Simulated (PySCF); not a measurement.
C2H2F3O2 (SMILES O=C([OH2+])C(F)(F)F), charge +1, singlet, at a GFN2-xTB geometry; CAMB3LYP/STO-3G in PySCF.

The PySCF input:
```python
from pyscf import gto, scf, dft

mol = gto.Mole()
mol.atom = '''
    O     1.14390829   -0.50802838    1.52591690
    C     0.76135096   -0.21517267    0.48081884
    O     1.77957711    0.01054888   -0.62397227
    C    -0.66318449    0.09830059   -0.09799297
    F    -0.92633412    1.37710508    0.07663488
    F    -0.64995166   -0.16214470   -1.41006000
    F    -1.55601045   -0.65024898    0.49505731
    H     2.70300355   -0.26866095   -0.40063945
    H     1.51078029   -0.13267302   -1.56656232
'''
mol.basis = 'sto-3g'
mol.charge = 1
mol.verbose = 4
mol.symmetry = True
mol.build()

mf = dft.RKS(mol)
mf.xc = 'camb3lyp'
mf.kernel()
mf.analyze()
```

It wrote (shortened):

```
PySCF version 2.14.0

[INPUT] verbose = 4
[INPUT] num. atoms = 9
[INPUT] num. electrons = 56
[INPUT] charge = 1
[INPUT] spin (= nelec alpha-beta = 2S) = 0
[INPUT] symmetry True subgroup None
[INPUT] Mole.unit = angstrom
[INPUT] Symbol           X                Y                Z      unit          X                Y                Z       unit  Magmom
[INPUT]  1 O      1.143908290000  -0.508028380000   1.525916900000 AA    2.161673379720  -0.960034501706   2.883565029845 Bohr   0.0
[INPUT]  2 C      0.761350960000  -0.215172670000   0.480818840000 AA    1.438744799075  -0.406617415791   0.908615923131 Bohr   0.0
[INPUT]  3 O      1.779577110000   0.010548880000  -0.623972270000 AA    3.362913355445   0.019934494121  -1.179136699623 Bohr   0.0
[INPUT]  4 C     -0.663184490000   0.098300590000  -0.097992970000 AA   -1.253237056159   0.185761192983  -0.185179875433 Bohr   0.0
[INPUT]  5 F     -0.926334120000   1.377105080000   0.076634880000 AA   -1.750517786640   2.602351445947   0.144818934789 Bohr   0.0
[INPUT]  6 F     -0.649951660000  -0.162144700000  -1.410060000000 AA   -1.228230631606  -0.306409075550  -2.664627219204 Bohr   0.0
[INPUT]  7 F     -1.556010450000  -0.650248980000   0.495057310000 AA   -2.940433597461  -1.228792484978   0.935522731864 Bohr   0.0
[INPUT]  8 H      2.703003550000  -0.268660950000  -0.400639450000 AA    5.107936423227  -0.507695615865  -0.757098835196 Bohr   0.0
[INPUT]  9 H      1.510780290000  -0.132673020000  -1.566562320000 AA    2.854960982491  -0.250715671919  -2.960373741863 Bohr   0.0

nuclear repulsion = 346.290212407566
point group symmetry = C1
symmetry origin: [0. 0. 0.]
symmetry axis x: [1. 0. 0.]
symmetry axis y: [0. 1. 0.]
symmetry axis z: [0. 0. 1.]
num. orbitals of irrep A = 37
number of shells = 23
number of NR pGTOs = 111
number of NR cGTOs = 37
basis = sto-3g
ecp = {}

******** <class 'pyscf.dft.rks.RKS'> ********
method = RKS
initial guess = minao
damping factor = 0
level_shift factor = 0
DIIS = <class 'pyscf.scf.diis.CDIIS'>
diis_start_cycle = 1
diis_space = 8
diis_damp = 0
SCF conv_tol = 1e-09
SCF conv_tol_grad = None
SCF max_cycles = 50
direct_scf = True
direct_scf_tol = 1e-13
XC library pyscf.dft.libxc version 7.1.2
    S. Lehtola, C. Steigemann, M. J. T. Oliveira, and M. A. L. Marques,  SoftwareX 7, 1–5 (2018)
XC functionals = camb3lyp
    T. Yanai, D. P. Tew, and N. C. Handy,  Chem. Phys. Lett. 393, 51 (2004)
radial grids:
    Treutler-Ahlrichs [JCP 102, 346 (1995); DOI:10.1063/1.469408] (M4) radial grids

becke partition: Becke, JCP 88, 2547 (1988); DOI:10.1063/1.454033
pruning grids: <function nwchem_prune>
grids dens level: 3
symmetrized grids: True
atomic radii adjust function: <function treutler_atomic_radii_adjust>
small_rho_cutoff = 0
Set gradient conv threshold to 3.16228e-05
Initial guess from minao.
tot grids = 118808
init E= -521.166665525002
  HOMO = -0.36715322490249  LUMO = -0.0484748660189409  gap/eV = 8.67168
cycle= 1 E= -519.084593186958  delta_E= 2.08  |g|= 1.13  |ddm|= 4.03
  HOMO = -0.464075705756546  LUMO = -0.179267232392465  gap/eV = 7.75003
cycle= 2 E= -518.661490708427  delta_E= 0.423  |g|= 1.89  |ddm|= 3.28
  HOMO = -0.485918251737562  LUMO = -0.168240480817072  gap/eV = 8.64445
cycle= 3 E= -519.475254934428  delta_E= -0.814  |g|= 0.256  |ddm|= 2.05
  HOMO = -0.498071165272233  LUMO = -0.141347327413071  gap/eV = 9.70695
cycle= 4 E= -519.493055340554  delta_E= -0.0178  |g|= 0.0677  |ddm|= 0.373
  HOMO = -0.502912889586646  LUMO = -0.142034318978887  gap/eV = 9.82001
cycle= 5 E= -519.494294969709  delta_E= -0.00124  |g|= 0.00431  |ddm|= 0.0865
  HOMO = -0.502826193091676  LUMO = -0.142072456689329  gap/eV = 9.81661
cycle= 6 E= -519.494307409001  delta_E= -1.24e-05  |g|= 0.00174  |ddm|= 0.0128
  HOMO = -0.502729818547757  LUMO = -0.142206158259296  gap/eV = 9.81035
cycle= 7 E= -519.494308915141  delta_E= -1.51e-06  |g|= 0.000393  |ddm|= 0.00376
  HOMO = -0.502693203895156  LUMO = -0.14225842288298  gap/eV = 9.80793
cycle= 8 E= -519.494309045641  delta_E= -1.31e-07  |g|= 6.55e-05  |ddm|= 0.00142
  HOMO = -0.502688873830444  LUMO = -0.142229461458477  gap/eV = 9.80860
cycle= 9 E= -519.49430904818  delta_E= -2.54e-09  |g|= 2.64e-05  |ddm|= 0.000184
  HOMO = -0.502690195682422  LUMO = -0.142230333021275  gap/eV = 9.80861
cycle= 10 E= -519.49430904854  delta_E= -3.6e-10  |g|= 6.41e-06  |ddm|= 6.59e-05
  HOMO = -0.502690078302889  LUMO = -0.142232907291515  gap/eV = 9.80854
Extra cycle  E= -519.494309048564  delta_E= -2.43e-11  |g|= 4.03e-06  |ddm|= 2.06e-05
converged SCF energy = -519.494309048564
**** SCF Summaries ****
Total Energy =                        -519.494309048564446
Nuclear Repulsion Energy =             346.290212407566003
One-electron Energy =                -1396.524009693607240
Two-electron Energy =                  530.739488237476735
Two-electron Coulomb Energy =          590.477643365079643
DFT Exchange-Correlation Energy =      -59.738155127602965
HOMO-LUMO gap [eV] =                     9.808539224067639
**** MO energy ****
MO #1   energy= -24.7319818379818  occ= 2
MO #2   energy= -24.7247094655833  occ= 2
MO #3   energy= -24.7131805479881  occ= 2
MO #4   energy= -19.4435718057358  occ= 2
MO #5   energy= -19.3595077430505  occ= 2
MO #6   energy= -10.5542653363551  occ= 2
MO #7   energy= -10.5113522779352  occ= 2
MO #8   energy= -1.53437673517476  occ= 2
MO #9   energy= -1.47044909239829  occ= 2
MO #10  energy= -1.43183301211762  occ= 2
MO #11  energy= -1.42593830453954  occ= 2
MO #12  energy= -1.41138175181219  occ= 2
MO #13  energy= -1.01041984006661  occ= 2
MO #14  energy= -0.939410804151871 occ= 2
MO #15  energy= -0.889220706014033 occ= 2
MO #16  energy= -0.800793059542598 occ= 2
MO #17  energy= -0.768264472122984 occ= 2
MO #18  energy= -0.743541949456083 occ= 2
MO #19  energy= -0.722674707461089 occ= 2
MO #20  energy= -0.714129987961568 occ= 2
MO #21  energy= -0.649474952963551 occ= 2
MO #22  energy= -0.615298154401876 occ= 2
MO #23  energy= -0.55407779868502  occ= 2
MO #24  energy= -0.55333140973096  occ= 2
MO #25  energy= -0.530537175338361 occ= 2
MO #26  energy= -0.527865991027836 occ= 2
MO #27  energy= -0.518002634923524 occ= 2
MO #28  energy= -0.502690078302889 occ= 2
MO #29  energy= -0.142232907291515 occ= 0
MO #30  energy= -0.0549174364051039 occ= 0
MO #31  energy= 0.0680064289470533 occ= 0
MO #32  energy= 0.118537455255321  occ= 0
MO #33  energy= 0.135266585405843  occ= 0
MO #34  energy= 0.205190226994663  occ= 0
MO #35  energy= 0.225808809198766  occ= 0
MO #36  energy= 0.240609811382771  occ= 0
 ** Mulliken pop on meta-lowdin orthogonal AOs  **
 ** Mulliken pop  **
pop of  0 O 1s            1.99985
pop of  0 O 2s            1.72841
pop of  0 O 2px           1.64855
pop of  0 O 2py           1.17529
pop of  0 O 2pz           1.41532
pop of  1 C 1s            1.99981
pop of  1 C 2s            1.11285
pop of  1 C 2px           0.93421
pop of  1 C 2py           0.91284
pop of  1 C 2pz           0.85613
pop of  2 O 1s            1.99984
pop of  2 O 2s            1.54892
pop of  2 O 2px           1.29105
pop of  2 O 2py           1.88402
pop of  2 O 2pz           1.29005
pop of  3 C 1s            1.99975
pop of  3 C 2s            1.05690
pop of  3 C 2px           0.92248
pop of  3 C 2py           0.86892
pop of  3 C 2pz           0.87499
pop of  4 F 1s            1.99994
pop of  4 F 2s            1.88313
pop of  4 F 2px           1.87050
pop of  4 F 2py           1.36399
pop of  4 F 2pz           1.89372
pop of  5 F 1s            1.99994
pop of  5 F 2s            1.88800
pop of  5 F 2px           1.91151
pop of  5 F 2py           1.89662
pop of  5 F 2pz           1.35434
pop of  6 F 1s            1.99994
pop of  6 F 2s            1.87884
pop of  6 F 2px           1.61213
pop of  6 F 2py           1.72113
pop of  6 F 2pz           1.78927
pop of  7 H 1s            0.70901
pop of  8 H 1s            0.70778
 ** Mulliken atomic charges  **
charge of    0O =      0.03258
charge of    1C =      0.18417
charge of    2O =     -0.01388
charge of    3C =      0.27696
charge of    4F =     -0.01129
charge of    5F =     -0.05042
charge of    6F =     -0.00132
charge of    7H =      0.29099
charge of    8H =      0.29222

WARN: System has nonzero charge 1; the dipole moment is origin-dependent.
Location of origin: [0. 0. 0.]

Dipole moment(X, Y, Z, Debye):  6.44587, -1.03560, -2.70002
```
